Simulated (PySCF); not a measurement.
**Correlation energy of B⁺ (boron, charge +1)**

[He] 2p2, high-spin 3P determinant (an excited configuration). Calculation: PySCF 2.14, in x2c-TZVPPall (5s3p2d1f, 31 functions); scalar relativity by spin-free X2C-1e. Frozen: 1s2; 2 electrons correlated.

With two correlated electrons CCSD is exact within the correlated space (frozen core and kept virtual orbitals).

| level | correlation energy (mhartree) |
| --- | --- |
| CCSD | -8.94 |

Diagnostics: T1 = 0.0011, D1 = 0.0016, largest double amplitude 0.038.

Cost of the coupled-cluster step: of the order of 0.16 core-seconds, for 2 correlated electrons.

Iterations:

```
CC2 = 0
CCSD nocc = (np.int64(2), np.int64(0)), nmo = (30, 30)
frozen orbitals [[0], [0]]
max_cycle = 100
direct = 0
conv_tol = 1e-08
conv_tol_normt = 1e-06
diis_space = 8
diis_start_cycle = 0
Init t2, MP2 energy = -0.00658084247823307
Init E_corr(UCCSD) = -0.00658084247827177
cycle = 1  E_corr(UCCSD) = -0.00826859748296969  dE = -0.001687755  norm(t1,t2) = 0.0144981
cycle = 2  E_corr(UCCSD) = -0.00873768314407875  dE = -0.000469085661  norm(t1,t2) = 0.00454961
cycle = 3  E_corr(UCCSD) = -0.00894390487596328  dE = -0.000206221732  norm(t1,t2) = 0.00154079
cycle = 4  E_corr(UCCSD) = -0.00894026012718195  dE = 3.64474878e-06  norm(t1,t2) = 0.000167994
cycle = 5  E_corr(UCCSD) = -0.00894048523460106  dE = -2.25107419e-07  norm(t1,t2) = 9.54115e-06
cycle = 6  E_corr(UCCSD) = -0.00894047066420975  dE = 1.45703913e-08  norm(t1,t2) = 4.66204e-07
cycle = 7  E_corr(UCCSD) = -0.00894047415935413  dE = -3.49514439e-09  norm(t1,t2) = 2.08509e-07
UCCSD converged
E(UCCSD) = -23.84998393004822  E_corr = -0.008940474159354131
```
